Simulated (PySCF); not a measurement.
Species: C3H5F3O.
Numbering: `[F:1][CH2:2][O:3][C@H:4]([F:5])[CH2:6][F:7]` (hydrogens: H8, H9 on C2; H10 on C4; H11, H12 on C6)

Method: PBE0-D3(BJ)/def2-SVP geometry optimisation, gas phase in PySCF 2.14.0.

**Question.** List the bond lengths, angles and torsions at this level.

**Answer.** 
```tsv
bond	length (Å)
F1–C2	1.361
C2–O3	1.381
O3–C4	1.378
C4–F5	1.372
C4–C6	1.510
C6–F7	1.362
C2–H8	1.100
C2–H9	1.104
C4–H10	1.105
C6–H11	1.103
C6–H12	1.102
```

A selection of angles:
```tsv
angle	degrees
F1–C2–O3	110.7
F1–C2–H8	109.2
F1–C2–H9	108.0
O3–C2–H8	106.7
O3–C2–H9	111.3
H8–C2–H9	110.9
C2–O3–C4	115.1
O3–C4–F5	109.8
O3–C4–C6	109.0
O3–C4–H10	111.0
F5–C4–C6	107.9
F5–C4–H10	107.7
C6–C4–H10	111.4
C4–C6–F7	109.9
C4–C6–H11	108.6
C4–C6–H12	108.9
F7–C6–H11	110.0
F7–C6–H12	109.9
H11–C6–H12	109.4
```

Torsions: F1–C2–O3–C4 -74° (synclinal); C2–O3–C4–F5 -78° (synclinal); O3–C4–C6–F7 -69° (synclinal).

Of the pairs four or more bonds apart, F1···H10 is among the closest relative to their van der Waals radii: 2.54 Å, 95 % of the sum of Bondi's values.

Point group: C1 (no symmetry element, even within 0.4 Å). PBE0-D3(BJ)/def2-SVP frequencies: not computed here. One conformer, not necessarily the lowest.

On one thread, Arm Neoverse V1 (aarch64) (shared host), this took 51 s wall and 0.51 GiB of memory at its peak. That covers the optimisation of the geometry.
